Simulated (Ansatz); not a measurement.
Basis sets compared for the cluster Cu₃O₂. The state is a doublet with charge 0. Geometry B3LYP-D4/def2-SVP. Ansatz on 4 threads of AMD EPYC 9R45 on a shared host; times are rough, and most runs start from earlier orbitals.

Cartesian coordinates in Å:
```
Cu -1.227 -0.001 -0.650
Cu 0.249 -0.916 1.013
Cu 0.978 0.917 -0.363
O -0.499 0.905 0.940
O 0.499 -0.905 -0.940
```

The structure comes from a short search, and lower isomers may exist.

Binding counts from free atoms (Cu doublet, O triplet) in the same basis, without a counterpoise term.

```json
{"level": "PBE-D4/def2-SVP", "functions": "121", "energy (Eh)": "-5070.2859", "HOMO (eV)": "-3.85", "LUMO (eV)": "-3.14", "binding per atom (eV)": "2.90", "wall time": "1.1 s"}
{"level": "PBE0-D4/def2-SVP", "functions": "121", "energy (Eh)": "-5070.2577", "HOMO (eV)": "-5.20", "LUMO (eV)": "-2.02", "binding per atom (eV)": "2.40", "wall time": "1.6 s"}
```

(1) Estimate the rows for PBE-D4/def2-TZVP (with forces), PBE0-D4/def2-TZVP.

## Answers

(1) 
| level | functions | energy (Eh) | HOMO (eV) | LUMO (eV) | binding per atom (eV) | wall time |
| --- | --- | --- | --- | --- | --- | --- |
| PBE-D4/def2-TZVP (with forces) | 197 | -5071.2161 | -4.55 | -3.83 | 2.52 | 2 s |
| PBE0-D4/def2-TZVP | 197 | -5071.1618 | -5.85 | -2.60 | 2.13 | 3.4 s |
